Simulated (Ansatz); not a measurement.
Breaking the Be1–H2 bond in CH4Be (SMILES [BeH][CH3]) (multiplicity 1 held, fragments rigid). Energies count from the point at 1.332 Å.
Geometry at that point (charge 0, multiplicity 1):
```xyz
6

Be    -0.9385    -0.4948    -0.1342
H     -2.1072    -1.1109    -0.3012
C      0.5312     0.2800     0.0759
H      1.0155    -0.0062     1.0158
H      0.4218     1.3697     0.0949
H      1.2371     0.0463    -0.7283
```

R- and RO- levels are restricted; in cc, def2 and unpolarised 6-31G sets they are followed outwards from rest. Unrestricted levels (U-) break spin symmetry where that is lower. Active spaces are followed from a long bond inwards. Curves can end on different states.

Frozen-core correlation.

Run with Ansatz (a program for electronic structure) with Gaussian orbitals. 

Energies in eV.

```
R (Å)  U-HF/aug-cc-pVDZ  U-MP2/aug-cc-pVDZ  R-CCSD/aug-cc-pVDZ  CASSCF(2,2)/aug-cc-pVDZ  FIC-MRCISD+Q on CASSCF(2,2)/aug-cc-pVDZ
-----  ----------------  -----------------  ------------------  -----------------------  ---------------------------------------
1.065              0.87               0.86                0.86                     0.93                                     0.86
1.199              0.19               0.18                0.19                      [?]                                     0.19
1.332              0.00               0.00                0.00                     0.00                                     0.00
1.465              0.11               0.10                0.09                      [?]                                     0.09
1.598              0.38               0.37                0.35                     0.27                                     0.35
1.798              0.95               0.91                0.87                     0.72                                     0.86
1.998              1.58               1.53                1.44                     1.23                                     1.43
2.330              2.49               2.75                2.33                      [?]                                     2.30
2.663              2.90               3.40                3.03                     2.64                                     2.99
3.063              3.10               3.70                3.62                     3.13                                     3.53
3.596              3.18               3.82                4.02                     3.43                                     3.88
4.261              3.21               3.86                4.20                     3.54                                     4.02
```

Question: Complete the blanks.

Answer: 
- 1.199, CASSCF(2,2)/aug-cc-pVDZ: 0.22
- 1.465, CASSCF(2,2)/aug-cc-pVDZ: 0.05
- 2.330, CASSCF(2,2)/aug-cc-pVDZ: 2.02

Doubts at one or more of the structures used: a spin-contaminated determinant (U-HF/aug-cc-pVDZ, U-MP2/aug-cc-pVDZ); a restricted determinant that unrestricted orbitals would lower (R-CCSD/aug-cc-pVDZ); other coupled-cluster roots lie near (R-CCSD/aug-cc-pVDZ); T1 above 0.05 (R-CCSD/aug-cc-pVDZ).
